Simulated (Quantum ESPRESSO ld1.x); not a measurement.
Spin polarisation of the 4s1 shell in the calcium ion Ca+. Start: [Ar] 4s(up 0.5, down 0.5); electrons of 4s are moved from spin down to spin up, other shells keep equal spins. All-electron calculation, non-relativistic Kohn-Sham, LDA (Slater exchange, VWN5 correlation), spin-polarised, spherical densities, point nucleus. Program: ld1.x of Quantum ESPRESSO 7.5.

| moment (Bohr magnetons) | E - E(0) (eV) | e(4s up) (eV) | e(4s down) (eV) | 3p down minus up (eV) | 3s down minus up (eV) | 2p down minus up (eV) |
|---|---|---|---|---|---|---|
| 0 | 0.000 | -9.131 | -9.131 | 0.000 | 0.000 | 0.000 |
| 0.25 | -0.014 | -9.234 | -9.015 | 0.032 | 0.024 | 0.009 |
| 0.5 | -0.055 | -9.324 | -8.880 | 0.065 | 0.048 | 0.018 |
| 0.75 | -0.124 | -9.400 | -8.736 | 0.098 | 0.073 | 0.027 |
| 1 | -0.220 | -9.461 | -8.569 | 0.131 | 0.097 | 0.036 |

At moment 1 the spin-polarisation energy is -0.220 eV and the 4s exchange splitting 0.892 eV, that is 0.892 eV per Bohr magneton; E = -I m^2/4 would give I = 0.881 eV.
